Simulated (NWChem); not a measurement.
# CHAuOS; SMILES [C-](->[Au][SH])#[O+]

```xyz
5

Au     0.0056    -0.0269     0.0000
S      0.0485     2.2656     0.0000
H     -1.3101     2.4041     0.0000
O     -0.0010    -3.1019     0.0000
C      0.0162    -1.9517     0.0000
```
Atoms are numbered in this order, from 1.

Results from NWChem. Structure relaxed at the PBE-D3(BJ)/def2-SVP level. def2 effective core potentials on Au; no spin-orbit coupling.

Problem. Order these by “orbital gap (eV)”, lowest first: BHandHLYP/def2-SVP; LRC-wPBEh/def2-SVP; revPBE/def2-SVP; B3LYP/def2-SVP.

Solution. revPBE/def2-SVP (2.49), B3LYP/def2-SVP (3.84), BHandHLYP/def2-SVP (6.07), LRC-wPBEh/def2-SVP (7.64)
